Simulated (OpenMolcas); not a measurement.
As+: Slater's ratio, the spin-orbit constant, thermal populations, worked from levels

- Program: OpenMolcas
- Basis: ANO-RCC-VTZP [6s5p3d1f]
- Scalar Hamiltonian: DKH2, point nucleus
- Active space: 4 electrons in 8 orbitals (4s 4p 5s 5p)
- State averaging: 2S+1 = 3 even, 3 roots; 2S+1 = 1 even, 6 roots; 2S+1 = 5 odd, 1 root; 2S+1 = 3 odd, 5 roots (0 in the spin-orbit step)
- Spin-orbit coupling: state interaction with AMFI integrals over the reference wave functions, term energies averaged over their components

Methods: CASSCF; SS-CASPT2, IPEA 0.25 Eh, imaginary shift 0.1 Eh (closed shells correlated: 3d). Measured levels: NIST Handbook of Basic Atomic Spectroscopic Data.

**Slater's ratio.** With one set of orbitals, p2 has 1D - 3P = 6 F2 and 1S - 1D = 9 F2 (F2 = F²/25), a ratio of 3/2. Term energies are centres of gravity, weighted by 2J + 1.

```
   Source  1D - 3P  1S - 3P  F2 from the first  Ratio
   CASSCF    10599    19719               1766  0.860
SS-CASPT2     8668    20454               1445  1.360
 measured     8329    20832               1388  1.501
```

Energies in cm-1. A ratio away from 3/2 shows effects beyond one configuration with one set of orbitals, and in heavier atoms second-order spin-orbit shifts. In CASSCF the valence s occupation is 1.91 in 1S against 1.97 in 1D: mixing out of s² acts most on 1S and pulls it down.

**The spin-orbit constant.** For the Hund term 3P of p2, E(J) = (A/2) J(J+1) + constant and ζ = 2S·A = 2A. From J = 0 to J = 2 the energy changes by 3 A.

```json
{"Source": "CASSCF", "E(2) - E(0)": "2217.0", "A": "739.0", "ζ": "1478"}
{"Source": "SS-CASPT2", "E(2) - E(0)": "2186.1", "A": "728.7", "ζ": "1457"}
{"Source": "measured", "E(2) - E(0)": "2541.3", "A": "847.1", "ζ": "1694"}
```

All in cm-1. SS-CASPT2 is off by -14.0 % and CASSCF by -12.8 %. Both methods take the spin-orbit matrix elements from the reference wave functions, so the second can move ζ only through the term energies and any multistate remixing. Second-order mixing with other terms is absorbed into this ζ.

**Thermal populations.** Z = Σ (2J + 1) exp(-E/kT) with k = 0.695035 cm-1/K, over the levels below. No other level of either list lies under 62800 cm-1, which is above 7 kT at each temperature.

```csv
Level,2J + 1,SS-CASPT2,measured
4s2 4p2 3P0,1,0.0,0.0
4s2 4p2 3P1,3,893,1063
4s2 4p2 3P2,5,2190,2541
4s2 4p2 1D2,5,10180,10096
4s2 4p2 1S0,1,21970,22599
4s 4p3 5S* 2,5,50010,54817
```

| T (K) | Z, SS-CASPT2 | Z, measured levels | Ground level (%), SS-CASPT2 | Ground level (%), measured levels |
| --- | --- | --- | --- | --- |
| 5000 | 6.252 | 5.891 | 16.0 | 17.0 |
| 8000 | 7.748 | 7.475 | 12.9 | 13.4 |
| 12000 | 9.100 | 8.892 | 11.0 | 11.2 |

At 12000 K, kT = 8340 cm-1, and the computed levels give Z = 1.000 + 2.695 + 3.845 + 1.475 + 0.072 + 0.012 = 9.100.

CASPT2 breaks the degeneracy within a term, and the mean is taken; among the terms shown or strongly mixed into the levels shown the widest spread is 58 cm-1 (4s2 4p2 1D, SS-CASPT2). Some high roots are left out of the spin-orbit mixing, which shifts the levels that they would mix with. Active for correlation alone: 5p 5s; no level in the range computed is led by a configuration that fills them, so any true level of that kind is missing. Terms of s pⁿ other than that of highest spin mix with s² pⁿ⁻² d, which this space lacks; all of them can be thousands of cm-1 off, and some have no real level of that name. Without dynamic correlation excited terms often stand tens of per cent too high (terms of higher spin than the ground term too low), and those without a measured partner can miss by more than the paired ones (holds for CASSCF). Computed and measured levels are paired by configuration, term and J; levels that our copy of the source lacks, or whose pairing is in doubt (as where it misses far off the trend of its configuration), stay unpaired and out of the deviations. Levels of configurations outside the active space are missing.

* marks odd parity.
